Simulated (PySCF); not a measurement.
Which level of theory gave which numbers?

C2H7FOSi.
SMILES: `OC[C@H](F)[SiH3]`

The closed-shell ground state was solved 7 times with PySCF (density fitting, gas phase), always in the pcSseg-2 basis (285 functions), with these functionals: B3LYP, B97-2, B97-D, CAM-B3LYP, HF, LC-wPBE and mPW1PW91. Geometry: PBE0-D3(BJ)/def2-SVP, one conformer, isolated molecule.

```
row  total energy (Eh)  HOMO (eV)  LUMO (eV)  dipole (D)
  P          -544.9214      -6.65      -0.32        1.16
  Q          -544.8537     -10.99       2.23        1.30
  R          -545.0089      -7.93       0.35        1.22
  S          -545.1144      -7.98       0.03        1.24
  T          -545.0026      -9.68       1.08        1.29
  U          -543.1342     -11.88       2.64        1.40
  V          -545.0319      -8.24       0.31        1.23
```

**Question.** Which functional belongs to which row?

**Answer.** P = B97-D, Q = LC-wPBE, R = B97-2, S = B3LYP, T = CAM-B3LYP, U = HF, V = mPW1PW91. By rising HOMO–LUMO gap: B97-D (GGA) 6.33 eV; B3LYP (global hybrid, 20 % exact exchange) 8.01 eV; B97-2 (global hybrid, 21 % exact exchange) 8.28 eV; mPW1PW91 (global hybrid, 25 % exact exchange) 8.55 eV; CAM-B3LYP (range-separated hybrid) 10.76 eV; LC-wPBE (range-separated hybrid) 13.22 eV; HF (all exact exchange) 14.52 eV. Total energies of different functionals aren't bounds to one another; each is stationary for its own functional.

Conformer computed: `[OH:1][CH2:2][C@H:3]([F:4])[SiH3:5]`: O1–C2–C3–F4 69°, H–O1–C2–C3 -58°.

The pairwise dispersion term of B97-D wasn't added to the energies; at a given geometry it leaves orbitals and properties as they are.
